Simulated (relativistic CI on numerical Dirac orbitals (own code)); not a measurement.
**Cd24+: sensitivity of the levels to the model**

Base calculation: Dirac-Coulomb-Breit CI, separate exchange-only KLI orbitals for each configuration, QED by a radiative potential, unscaled Slater integrals.

CI space (outside the closed core [Ne]): 3s2 3p6 3d6, 3s2 3p5 3d7, 3s2 3p4 3d8, 3s 3p6 3d7, 3p6 3d8, 3s 3p5 3d8, 3s2 3p6 3d5 4s, 3s2 3p6 3d5 4p, 3s2 3p6 3d5 4d, 3s2 3p4 3d7 4s, 3s2 3p6 3d5 4f, 3s2 3p5 3d6 4s, 3s2 3p4 3d7 4p, 3s2 3p5 3d6 4p, 3s2 3p6 3d4 4s2, 3s2 3p4 3d7 4d, 3s 3p5 3d7 4s, 3s2 3p6 3d4 4s 4p, 3s2 3p6 3d5 5s, 3s 3p6 3d6 4s, 3s2 3p6 3d5 5p, 3p6 3d7 4s, 3s 3p6 3d6 4p, 3s2 3p5 3d5 4s2, 3s2 3p6 3d5 5f, 3p6 3d7 4p, 3p6 3d7 4d, 3s2 3p6 3d5 6s. Levels of other configurations are missing.

The lowest level and the first level of each name with at least 55 % of one term (blank where a level has no safe partner in the second run):

```
            Level  Base (cm⁻¹)  Shift (cm⁻¹)
 3s2 3p6 3d6 5D_4            0             0
 3s2 3p6 3d6 5D_3        38063        -38062
 3s2 3p6 3d6 5D_0        53703        -53703
 3s2 3p6 3d6 5D_1        53941        -53941
 3s2 3p6 3d6 3H_6       108497        -19874
 3s2 3p6 3d6 3F_2       128696        -36469
 3s2 3p6 3d6 1S_0       149540              
 3s2 3p6 3d6 3D_1       166245              
 3s2 3p6 3d6 3G_4       166260        -59684
 3s2 3p6 3d6 3D_2       168099        -36482
 3s2 3p6 3d6 3D_3       181561              
 3s2 3p6 3d6 3G_3       186299              
 3s2 3p6 3d6 1I_6       192976        -59636
 3s2 3p6 3d6 3P_1       202310              
 3s2 3p6 3d6 3P_0       203229              
 3s2 3p6 3d6 1F_3       213126        -28276
 3s2 3p6 3d6 1G_4       224624        -93704
 3s2 3p6 3d6 1D_2       228052        -74918
 3s2 3p6 3d6 3F_4       272579              
 3s2 3p6 3d6 3P_2       311320              
3s2 3p5 3d7 5G°_6      1439608        -57912
3s2 3p5 3d7 3D°_3      1496669
```

At this charge energies of transitions that change n are usually good to better than 1 %, and those within a shell (Δn = 0) to a few per cent. Terms inside the open d or f shell come out 10 to 20 % too wide with unscaled integrals.

One thing was changed in a second run, which moved the levels as shown. Which?
A. one mean potential for all configurations
B. Breit term removed
C. configuration mixing switched off
D. P86 correlation estimate
E. QED terms removed
F. non-relativistic limit

F. Non-relativistic limit. Without relativity the fine structure collapses and s electrons lose their extra binding.

LS names give the leading component of a level, which can be under half, so a name can repeat, a term be missing and a line seem to break the LS rules.
